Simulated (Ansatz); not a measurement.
Program: Ansatz. Geometries: PBE0-D4/def2-TZVP. ΔE: electronic, gas phase. CCSD(T)/CBS is the MP2 limit (def2-TZVPP, def2-QZVPP) plus CCSD(T) − MP2 in def2-TZVPP, frozen cores. DFT in def2-TZVPP. Elements past krypton have def2 core potentials. For Sn outer-core shells are correlated without core-valence functions, which leaves a few kJ/mol of doubt a bond. Each species was taken in one conformer, which may not be the lowest.

Consider the redistribution: `[F][Sn]([F])([F])[SH]` + `N[SiH]([SiH3])[SiH3]` → `[F][Sn]([F])([F])[SiH3]` + `N[SiH]([SiH3])S`.

```
                  species  ωB97M-V energy (Eh)
  `[F][Sn]([F])([F])[SH]`           -912.76153
   `N[SiH]([SiH3])[SiH3]`           -928.59514
`[F][Sn]([F])([F])[SiH3]`           -805.23137
        `N[SiH]([SiH3])S`          -1036.14898
```

(1) Work out ΔE.

Largest T1 diagnostic among the species: 0.015.

Results:

(1) ΔE = (-805.23137) + (-1036.14898) − (-912.76153) − (-928.59514) = -0.02368 Eh = -14.9 kcal/mol. CCSD(T)/CBS gives -13.9 kcal/mol.

Leaving LDA and LC-ωPBE aside and taking each functional with its dispersion term where it has one, the values, not all of them listed here, spread over 3.3 kcal/mol, from ωB97M-V to B97M-V. LDA lies −1.0 kcal/mol from PBE without D4. At CCSD(T), def2-SVP lies +2.7 kcal/mol from the extrapolated value and def2-TZVPP +1.0 kcal/mol.
